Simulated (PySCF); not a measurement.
C3F5, SMILES FC(F)=[C]C(F)(F)F, multiplicity 2. Atoms are numbered in the order given.

```xyz
8

F     -0.8874     2.5510     0.0000
C     -0.1290     1.4815     0.0000
F      1.1441     1.8132     0.0000
C     -0.5922     0.2493     0.0000
C     -0.0829    -1.1343     0.0000
F      1.2642    -1.1342     0.0000
F     -0.4924    -1.8139     1.0798
F     -0.4924    -1.8139    -1.0798
```
Charge 0, spin multiplicity 2.

Geometry optimised at B3LYP-D3(BJ)/def2-SVP. The isomer is the one that the SMILES or the coordinates give; other isomers of the formula were not compared.

Two levels are set side by side: PBE/pcH-1 (PySCF) and PBE0/pcH-1 (PySCF). Contact hyperfine couplings, same geometry. Differences are taken from unrounded values.

| quantity | PBE0 |
|---|---|
| A(iso) of 19F, atom F1 (MHz) | 32.3 |
| A(iso) of 13C, atom C2 (MHz) | -11.6 |
| A(iso) of 19F, atom F3 (MHz) | 113.1 |
| A(iso) of 13C, atom C4 (MHz) | 364.5 |
| A(iso) of 13C, atom C5 (MHz) | -2.4 |
| A(iso) of 19F, atom F6 (MHz) | 123.9 |
| A(iso) of 19F, atom F7 (MHz) | -0.6 |
| A(iso) of 19F, atom F8 (MHz) | -0.6 |

**Question.** What does PBE give, and how far is it from PBE0? (An estimate is asked for; the answer gives what the named calculation found.)

**Answer.** 
```tsv
quantity	PBE	PBE minus PBE0
A(iso) of 19F, atom F1 (MHz)	41.3	8.9
A(iso) of 13C, atom C2 (MHz)	0.1	11.7
A(iso) of 19F, atom F3 (MHz)	115.0	1.9
A(iso) of 13C, atom C4 (MHz)	329.7	-34.8
A(iso) of 13C, atom C5 (MHz)	3.1	5.5
A(iso) of 19F, atom F6 (MHz)	107.2	-16.6
A(iso) of 19F, atom F7 (MHz)	-3.9	-3.4
A(iso) of 19F, atom F8 (MHz)	-3.9	-3.4
```

Rough cost on one machine, each run with all the roots and properties that it gave: PBE0 against PBE within a factor of 2.
